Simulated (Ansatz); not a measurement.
Cost and result for the atomization energy of CH₅GeNS (`C[S][Ge][NH2]`) (9 atoms, 8 bonds).

Cartesian coordinates in Å:
```
C 1.095 -0.366 -0.783
S -0.371 0.019 -1.769
Ge -2.020 0.581 -0.351
N -1.136 0.402 1.232
H 1.421 0.500 -0.206
H 0.912 -1.212 -0.119
H 1.890 -0.638 -1.477
H -0.177 0.127 1.375
H -1.614 0.587 2.099
```

Total charge 0; spin multiplicity 1. Correlated methods include outer-core shells of Ge, which these sets cover unevenly. Scalar relativity is left out up to krypton. The geometry is a stationary point of PBE0-D4/def2-TZVP. It is one conformer, not always the lowest. Program: Ansatz. All runs use 4 threads of a server CPU on a shared host. Times are those of one run each, without the atoms' runs, and a repeat can differ threefold. Electronic energies, without spin–orbit coupling; frozen cores. CCSD(T)/CBS adds CCSD(T) − MP2 in def2-TZVPP to the MP2 limit, and its time is that of the two runs behind it. T1 = 0.014. With those shells the extrapolation isn't a true limit. B3LYP takes the VWN-RPA correlation (the form of Gaussian; ORCA's B3LYP/G). HSE06 is the plane-wave form, built on full-range PBE exchange.

CCSD(T)/CBS is a level of theory with its own doubt, some kJ/mol a heavy atom from the limit and from the frozen cores, so smaller differences don't rank the functionals.

```tsv
level	functions	wall time	atomization (kcal/mol)	difference from CCSD(T)/CBS	per bond
LDA (SPW92)/def2-TZVPP	222	0.8 s	844.3	111.5	13.9
BHLYP-D4/def2-TZVPP	222	1.6 s	708.3	-24.5	-3.1
CAM-B3LYP-D4/def2-TZVPP	222	1.9 s	732.6	-0.2	0.0
HSE06-D4/def2-TZVPP	222	2.1 s	732.6	-0.2	0.0
r2SCANh-D4/def2-TZVPP	222	2.6 s	726.4	-6.4	-0.8
r2SCAN-D4/def2-TZVPP (with forces)	222	2.7 s	732.1	-0.7	-0.1
B3LYP-D4/def2-TZVPP (with forces)	222	2.8 s	733.6	0.8	0.1
CCSD(T)/def2-SVP	103	3.2 s	674.5	-58.3	-7.3
ωB97X-V/def2-TZVPP	222	3.8 s	734.9	2.1	0.3
ωB97M-V/def2-TZVPP (with forces)	222	4.8 s	733.8	1.0	0.1
MP2/def2-QZVPP	423	14 s	730.6	-2.2	-0.3
CCSD(T)/def2-TZVPP	222	32 s	709.0	-23.8	-3.0
CCSD(T)/CBS(def2)	–	46 s	732.8	0.0	0.0
```

From r2SCAN to r2SCAN0 (25 % exact exchange), in def2-TZVPP and without D4, the atomization energy moves by −14.1 kcal/mol: exact exchange takes away binding that semilocal exchange gives to molecules. The D4 term adds +8.5 kcal/mol with B3LYP and +4.4 kcal/mol with PBE0; it sums over pairs of atoms, weighted by their polarisabilities, and B3LYP, whose exchange is more repulsive, gets the larger term. At CCSD(T), def2-SVP lies −58.3 kcal/mol from the extrapolated value and def2-TZVPP −23.8 kcal/mol: correlation converges slowly with the basis, and small sets miss more of it in the bonded molecule than in its fragments.
